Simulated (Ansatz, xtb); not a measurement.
Relative energy of two isomers of C4H10GeS

We compare X, `S[C]1([GeH3])CCC1`, a singlet, with Y, `S[C@@H]1CC[C@H]1[GeH3]`, a singlet. Both are isolated molecules in the gas phase, relaxed with PBE-D3(BJ)/def2-SVP; the shapes shown needn't be the lowest conformers.

X (Å):

```xyz
16

C    -0.2648   -0.8730   -0.5493
C     0.9978   -0.8657   -1.4615
C     0.4195    0.3805   -2.1804
C    -0.9744    0.0291   -1.6016
Ge    0.0509    0.0148    1.1996
S    -0.9198   -2.5620   -0.2503
H    -2.0088   -2.1928    0.4835
H     0.5340    1.4815    0.9880
H     1.1231   -0.7703    1.9953
H    -1.2850    0.0394    1.9921
H     1.9923   -0.7881   -0.9765
H     1.0060   -1.7535   -2.1287
H     0.5160    0.4172   -3.2830
H     0.8206    1.3249   -1.7617
H    -1.5698   -0.5952   -2.2988
H    -1.6163    0.8545   -1.2300
```

Y (Å):

| atom | x (Å) | y (Å) | z (Å) |
| --- | --- | --- | --- |
| C | -0.4777 | 0.5523 | -0.0778 |
| C | -0.4872 | 1.5316 | 1.1227 |
| C | -0.3002 | 2.6919 | 0.1106 |
| C | -0.8122 | 1.7474 | -1.0172 |
| Ge | -0.0070 | 1.8030 | -2.8164 |
| S | -1.4925 | -0.9561 | -0.0897 |
| H | -2.6776 | -0.3234 | 0.1477 |
| H | 0.5526 | 0.1792 | -0.2637 |
| H | -1.4890 | 1.5614 | 1.5979 |
| H | 0.2761 | 1.3818 | 1.9124 |
| H | 0.7697 | 2.9563 | -0.0184 |
| H | -0.8719 | 3.6245 | 0.2846 |
| H | -1.9148 | 1.8364 | -1.1177 |
| H | -0.2859 | 3.1693 | -3.5006 |
| H | -0.5641 | 0.6662 | -3.7125 |
| H | 1.5300 | 1.6242 | -2.6640 |

Energies in hartree; the thermal terms are from GFN2-xTB frequencies at re-optimised GFN2-xTB minima (ideal gas, soft modes damped towards free rotors, one conformer each, 298.15 K, 1 atm) and include the zero-point energy:

```
                               X            Y
E, CCSD(T)/def2-SVP  −2630.676147  −2630.676568
    E, MP2/def2-SVP  −2630.577663  −2630.577720
  E, MP2/def2-TZVPP  −2631.341123  −2631.341457
  zero-point energy      0.119236      0.119716
       H(298 K) − E      0.128944      0.129276
       G(298 K) − E      0.085146      0.085277
```

Correct the CCSD(T) difference for the basis set by the MP2 change, then work out ΔE, ΔE₀, ΔH and ΔG for X → Y in kJ/mol (1 Eh = 2625.50 kJ/mol) and the equilibrium ratio [Y]/[X].

1. Differences Y − X: CCSD(T) −0.000421, MP2 in the small set −0.000057, MP2 in the large set −0.000334 Eh.
2. ΔE = −0.000421 + (−0.000334 − (−0.000057)) = −0.000698 Eh = −1.83 kJ/mol.
3. ΔE₀ = ΔE + ΔZPE = −0.000698 + (+0.000480) Eh = −0.57 kJ/mol.
4. ΔH = ΔE + (+0.000332) Eh = −0.96 kJ/mol.
5. ΔG = ΔE + (+0.000131) Eh = −1.49 kJ/mol, so ΔS = (ΔH − ΔG)/T = +1.8 J/(mol K).
6. kT = 0.9442 mEh, so K = [Y]/[X] = exp(−ΔG/kT) = exp(+0.60) ≈ 1.8.

The two are too close for this level to say which is favoured. An error of 4 kJ/mol in ΔG would change K by a factor of 5. Mirror images and further conformers aren't counted.

As drawn, both hold the same kinds of bond in the same numbers.

Other levels gave ΔE = −2.7 (PBE-D3(BJ)/def2-SVP); −7.5 (HF/def2-SVP); −0.1 (MP2/def2-SVP); −1.1 (CCSD(T)/def2-SVP) kJ/mol. The correlated steps freeze 18 core orbitals; the filled d shell of Ge is correlated, in a basis made for valence electrons. Programs: Ansatz 0.2.0, xtb 6.7.1.
